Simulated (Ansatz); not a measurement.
Gas-phase electronic energies from Ansatz, PBE0-D4/def2-TZVP geometries. CCSD(T)/CBS adds triple-zeta CCSD(T) − MP2 to the extrapolated MP2 energy (def2 sets, frozen cores). DFT in def2-TZVPP. B3LYP here is the variant with VWN-RPA as its local correlation; programs differ in this. For Br outer-core shells are correlated without core-valence functions, which leaves a few kJ/mol of doubt a bond. Scalar relativity is left out up to krypton. One conformer a species, not always the lowest.

Consider the ligand exchange at the Al–C bond: `B[SiH2][CH2][AlH][CH3]` + HBr → `[CH3][AlH][Br]` + `B[SiH2]C`.

```tsv
level	ΔE (kJ/mol)
B3LYP-D4	-161.0
ωB97M-V	-159.5
PBE0	-165.8
CCSD/def2-TZVPP	-164.2
CCSD(T)/def2-TZVPP	-158.9
SCS-MP2/def2-QZVPP	-167.3
HF/CBS(def2)	-197.2
MP2/CBS(def2)	-164.7
```

What does CCSD(T)/CBS give? (Estimate.)

Computed: -161.8 kJ/mol. The listed levels differ from it by 0.8, 2.3, -4.0, -2.4, 2.9, -5.5, -35.4, -2.9 kJ/mol.

Largest T1 diagnostic among the species: 0.011.

In def2-TZVPP, CCSD(T) changes the Hartree–Fock value by +39.2 kJ/mol (the triples alone add +5.3 kJ/mol) and MP2 by +36.4 kJ/mol. The D4 term adds +13.4 kJ/mol with B3LYP and +7.6 kJ/mol with PBE0; it sums over pairs of atoms, weighted by their polarisabilities, and B3LYP, whose exchange is more repulsive, gets the larger term.
